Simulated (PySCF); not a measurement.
## Radial density of Tb⁺ (terbium, charge +1)

UHF, [Xe] 4f8 6s1 6p1, one real determinant (an excited configuration). All numbers are calculated (PySCF 2.14, the spin-free X2C one-electron Hamiltonian (Gaussian nucleus), in x2c-TZVPPall with one added diffuse shell each of s, p, d, f type (12s8p8d5f2g, 129 functions)).

```json
{"r (bohr)": "0.0256", "4πr²ρ (e/bohr)": "76.77", "4πr²(ρα − ρβ)": "0.0068"}
{"r (bohr)": "0.0431", "4πr²ρ (e/bohr)": "93.07", "4πr²(ρα − ρβ)": "0.0147"}
{"r (bohr)": "0.0725", "4πr²ρ (e/bohr)": "114.1", "4πr²(ρα − ρβ)": "0.0044"}
{"r (bohr)": "0.122", "4πr²ρ (e/bohr)": "86.38", "4πr²(ρα − ρβ)": "0.0973"}
{"r (bohr)": "0.205", "4πr²ρ (e/bohr)": "99.51", "4πr²(ρα − ρβ)": "1.1701"}
{"r (bohr)": "0.345", "4πr²ρ (e/bohr)": "43.88", "4πr²(ρα − ρβ)": "5.0227"}
{"r (bohr)": "0.580", "4πr²ρ (e/bohr)": "49.12", "4πr²(ρα − ρβ)": "7.7925"}
{"r (bohr)": "0.976", "4πr²ρ (e/bohr)": "16.40", "4πr²(ρα − ρβ)": "4.2785"}
{"r (bohr)": "1.64", "4πr²ρ (e/bohr)": "6.528", "4πr²(ρα − ρβ)": "0.6938"}
{"r (bohr)": "2.76", "4πr²ρ (e/bohr)": "0.9892", "4πr²(ρα − ρβ)": "0.4712"}
{"r (bohr)": "4.65", "4πr²ρ (e/bohr)": "0.4535", "4πr²(ρα − ρβ)": "0.4522"}
{"r (bohr)": "7.81", "4πr²ρ (e/bohr)": "0.02347", "4πr²(ρα − ρβ)": "0.0234"}
{"r (bohr)": "13.1", "4πr²ρ (e/bohr)": "4.107e-05", "4πr²(ρα − ρβ)": "0.0000"}
```

Densities and radii are taken from the X2C orbitals without a picture-change correction, which distorts them close to the nucleus.

⟨L²⟩ = 14.89 against 20 for a pure G term, so this real determinant mixes terms. Spin-orbit coupling, absent here, splits the open shell strongly.
